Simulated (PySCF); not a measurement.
PySCF 2.14 output of an unrestricted MN15 calculation on a single atom or ion in x2c-TZVPPall (11s7p7d4f2g, 113 functions), with the spin-free X2C one-electron Hamiltonian (Gaussian nucleus):

```
SCF conv_tol = 1e-09
number electrons alpha = 32  beta = 27
    H. S. Yu, X. He, S. L. Li, and D. G. Truhlar.,  Chem. Sci. 7, 5032-5051 (2016)
    H. S. Yu, X. He, S. L. Li, and D. G. Truhlar.,  Chem. Sci. 7, 5032-5051 (2016)
cycle= 1 E= -10025.9809095911  delta_E= -0.137  |g|= 0.205  |ddm|= 0.99
cycle= 2 E= -10025.9811745917  delta_E= -0.000265  |g|= 0.129  |ddm|= 0.214
cycle= 3 E= -10025.9826072878  delta_E= -0.00143  |g|= 0.0356  |ddm|= 0.102
cycle= 4 E= -10025.98300697  delta_E= -0.0004  |g|= 0.00595  |ddm|= 0.0776
cycle= 5 E= -10025.9831728362  delta_E= -0.000166  |g|= 0.00717  |ddm|= 0.0289
cycle= 6 E= -10025.9826554148  delta_E= 0.000517  |g|= 0.000752  |ddm|= 0.167
cycle= 7 E= -10025.9826552999  delta_E= 1.15e-07  |g|= 0.000332  |ddm|= 0.00336
cycle= 8 E= -10025.9826553304  delta_E= -3.05e-08  |g|= 6.23e-05  |ddm|= 0.00192
cycle= 9 E= -10025.9826553323  delta_E= -1.97e-09  |g|= 5.11e-06  |ddm|= 0.000432
cycle= 10 E= -10025.9826553323  delta_E= 1.09e-11  |g|= 3.79e-06  |ddm|= 0.000104
converged SCF energy = -10025.9826553323  <S^2> = 8.7503604  2S+1 = 6.0001201
```

The run itself started from symmetry-adapted Hartree-Fock orbitals and held the occupation by maximum overlap, on a logarithmic radial grid, so the iterations belong to that start.

**Question.** Which element, charge and spin multiplicity is this?

**Answer.** Pm²⁺ (promethium, charge +2), multiplicity 6; the state was [Xe] 4f4 6s1, one real determinant (an excited configuration).

⟨L²⟩ = 34.00 against 42 for a pure I term, so this real determinant mixes terms. Spin-orbit coupling, absent here, splits the open shell strongly.
